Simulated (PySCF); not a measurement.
**Electron correlation in Os³⁺ (osmium, charge +3)**

[Xe] 4f14 5d5, high-spin 6S determinant. All numbers are calculated (PySCF 2.14, scalar relativity through the core potential, in def2-QZVPPD with the def2 core potential (60 electrons)). Frozen: nothing; 13 electrons correlated.

MP2 pair energies summed by pair of shells (mhartree):

| pair | energy | share (%) |
| --- | --- | --- |
| 5p-5d | -144.76 | 45.0 |
| 5p-5p | -71.80 | 22.3 |
| 5d-5d | -54.83 | 17.0 |
| 5s-5p | -28.35 | 8.8 |
| 5s-5d | -17.79 | 5.5 |
| 5s-5s | -4.43 | 1.4 |

Total MP2 correlation energy: -321.96 mhartree.

Same-spin part -110.60 and opposite-spin part -211.36 mhartree; SCS-MP2 scales them by 1/3 and 6/5 to -290.50 mhartree.

The basis has no tight functions for the innermost shells, so their pair energies are far from complete.

This basis was not built for core-valence correlation, so the inner-shell part is incomplete.
